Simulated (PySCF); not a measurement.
## UHF on Sn⁺ (tin, charge +1)

Configuration: [Kr] 4d10 5s2 5p1, 2P determinant. Calculation: PySCF 2.14, in x2c-TZVPall (8s6p4d2f, 60 functions); the spin-free X2C one-electron Hamiltonian (Gaussian nucleus).

* Total energy: -6173.496468 hartree
* One-electron energy: -8475.9339 hartree
* Hartree (Coulomb) energy: 2466.2488 hartree
* Exchange energy: -163.8114 hartree
* ⟨S²⟩: 0.7600
* ⟨L²⟩: 2.030
* Sum of ⟨r⟩: 32.38 bohr
* Sum of ⟨r²⟩: 46.31 bohr²
* Traceless quadrupole moment −½Σ⟨3z² − r²⟩ along its main axis: -4.19 e·bohr²
* Langevin diamagnetic susceptibility: -36.7 ×10⁻⁶ cm³/mol
* Time after the integrals: 0.34 s of wall time on 1 thread of Neoverse-V1 (shared host)

```
shell  electrons  mean orbital energy (hartree)  spread (hartree)  rms radius, mean of both spins (bohr)
 1s α          1                    -1078.73699                 0                                 0.0333
 1s β          1                    -1078.73567                 0                                 0.0333
 2s α          1                     -166.51454                 0                                  0.136
 2s β          1                     -166.51447                 0                                  0.136
 2p α          3                     -149.34411           0.00051                                  0.121
 2p β          3                     -149.34326           0.00225                                  0.121
 3s α          1                      -33.83996                 0                                  0.361
 3s β          1                      -33.83859                 0                                  0.361
 3p α          3                      -28.07750           0.00081                                  0.362
 3p β          3                      -28.07540           0.00707                                  0.362
 3d α          5                      -19.18414           0.00435                                  0.341
 3d β          5                      -19.18377           0.00600                                  0.341
 4s α          1                       -6.17917                 0                                  0.874
 4s β          1                       -6.17582                 0                                  0.874
 4p α          3                       -4.34757           0.00248                                  0.950
 4p β          3                       -4.34355           0.01750                                  0.950
 4d α          5                       -1.60553           0.01276                                   1.18
 4d β          5                       -1.60189           0.02046                                   1.18
 5s α          1                       -0.80600                 0                                   2.54
 5s β          1                       -0.73260                 0                                   2.54
 5p α          1                       -0.51444                 0                                   3.19
```

Densities and radii are taken from the X2C orbitals without a picture-change correction, which distorts them close to the nucleus.
